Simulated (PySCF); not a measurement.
**In⁺ (indium, charge +1) across methods**

[Kr] 4d10 5s2, closed-shell 1S. Computed with PySCF 2.14 in aug-cc-pwCVTZ-DK3 (10s9p7d4f1g, 109 functions), with the spin-free X2C one-electron Hamiltonian (Gaussian nucleus).

```json
{"method": "LDA", "E (hartree)": "-5874.68", "mean ε 4p (eV)": "-85.602", "mean ε 4d (eV)": "-26.261", "mean ε 5s (eV)": "-15.295", "Σ⟨r²⟩ (bohr²)": "40.50", "⟨S²⟩": "0.000"}
{"method": "r2SCAN", "E (hartree)": "-5880.53", "mean ε 4p (eV)": "-87.948", "mean ε 4d (eV)": "-26.712", "mean ε 5s (eV)": "-15.108", "Σ⟨r²⟩ (bohr²)": "40.54", "⟨S²⟩": "0.000"}
{"method": "M06-2X", "E (hartree)": "-5881.04", "mean ε 4p (eV)": "-94.932", "mean ε 4d (eV)": "-31.138", "mean ε 5s (eV)": "-16.244", "Σ⟨r²⟩ (bohr²)": "41.19", "⟨S²⟩": "0.000"}
{"method": "PBE0", "E (hartree)": "-5880.19", "mean ε 4p (eV)": "-90.669", "mean ε 4d (eV)": "-28.544", "mean ε 5s (eV)": "-15.729", "Σ⟨r²⟩ (bohr²)": "40.64", "⟨S²⟩": "0.000"}
{"method": "CAM-B3LYP", "E (hartree)": "-5880.85", "mean ε 4p (eV)": "-91.661", "mean ε 4d (eV)": "-29.934", "mean ε 5s (eV)": "-17.160", "Σ⟨r²⟩ (bohr²)": "40.76", "⟨S²⟩": "0.000"}
{"method": "PW91", "E (hartree)": "-5881.01", "mean ε 4p (eV)": "-85.646", "mean ε 4d (eV)": "-26.139", "mean ε 5s (eV)": "-15.008", "Σ⟨r²⟩ (bohr²)": "40.61", "⟨S²⟩": "0.000"}
{"method": "PBE", "E (hartree)": "-5880.13", "mean ε 4p (eV)": "-85.579", "mean ε 4d (eV)": "-26.070", "mean ε 5s (eV)": "-14.918", "Σ⟨r²⟩ (bohr²)": "40.64", "⟨S²⟩": "0.000"}
{"method": "UHF", "E (hartree)": "-5877.84745", "mean ε 4p (eV)": "-104.76", "mean ε 4d (eV)": "-34.909", "mean ε 5s (eV)": "-17.291", "Σ⟨r²⟩ (bohr²)": "41.33", "⟨S²⟩": "0.000"}
```
